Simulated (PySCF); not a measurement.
MoMe4, C₄H₁₂Mo (triplet state).
Bonds: Mo1–C2, Mo1–C6, Mo1–C10, Mo1–C14. Hydrogens: H3, H4, H5 on C2; H7, H8, H9 on C6; H11, H12, H13 on C10; H15, H16, H17 on C14.

Computed with PySCF, PBE0-D3(BJ)/def2-SVP geometry optimisation, gas phase, def2 core potentials past Kr.

Problem. List the bond lengths and angles at this level.

Solution. 
| bond | length (Å) |
| --- | --- |
| Mo1–C2 and 3 like bonds | 2.086 |
| C2–H3 and 11 like bonds | 1.106 |

Bonds in one row agree within 0.01 Å and their mean is given. A selection of angles:
| angle | degrees |
| --- | --- |
| C2–Mo1–C6 | 109.4 |
| Mo1–C2–H3 | 110.5 |
| Mo1–C2–H4 | 110.5 |
| H3–C2–H4 | 108.2 |

All 4 C–Mo bonds measure 2.085 to 2.086 Å. Mo1 (molybdenum bonded to 4 C) is tetrahedral (angles from 109.2° to 109.8°).

Whether it is a minimum is left open (no frequencies). ⟨S²⟩ = 2.019 (exact for a triplet: 2.00).
